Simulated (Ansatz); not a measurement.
Relaxation of CH6BFOS (11 atoms, charge 0, multiplicity 1), to a largest force component of 0.03 eV/Å in at most 50 steps.

Computed with RKS PBE-D4/def2-SVP (Ansatz 0.2.0).

```xyz
11
Properties=species:S:1:pos:R:3
B 0.019 0.648 -0.174
O -0.344 -0.404 2.183
H -1.315 -0.507 2.156
F 1.186 0.025 -0.379
C -1.322 0.088 -0.768
H -1.383 -1.011 -0.638
H -2.233 0.559 -0.350
H -1.331 0.282 -1.863
S 0.075 2.384 0.531
H 1.422 2.397 0.737
H -0.245 0.567 2.360
```

**Question.** Where does it end, and by what steps?

**Answer.** It converged. After 9 steps the energy has fallen by 0.084 eV; O2 moved furthest, 0.45 Å.

| step | energy less start (eV) | largest force component (eV/Å) | accepted |
| --- | --- | --- | --- |
| 0 | 0.0000 | 0.566 | yes |
| 1 | -0.0103 | 0.294 | yes |
| 2 | -0.0180 | 0.487 | yes |
| 3 | -0.0262 | 0.549 | yes |
| 4 | -0.0442 | 0.676 | yes |
| 5 | -0.0674 | 0.308 | yes |
| 6 | -0.0772 | 0.190 | yes |
| 7 | -0.0819 | 0.121 | yes |
| 8 | -0.0833 | 0.037 | yes |
| 9 | -0.0836 | 0.017 | yes |

```xyz
11
Properties=species:S:1:pos:R:3
B -0.036 0.489 0.121
O -0.256 -0.181 1.802
H -1.177 -0.504 1.871
F 1.155 -0.073 -0.231
C -1.347 0.048 -0.666
H -1.464 -1.057 -0.683
H -2.286 0.496 -0.279
H -1.255 0.374 -1.723
S 0.058 2.352 0.579
H 1.404 2.362 0.789
H -0.265 0.722 2.215
```

Whether the end is a true minimum wasn't checked by a vibrational analysis.

The run took 21 s on 2 threads of Arm Neoverse V2, on a shared host, peak memory 0.18 GiB.
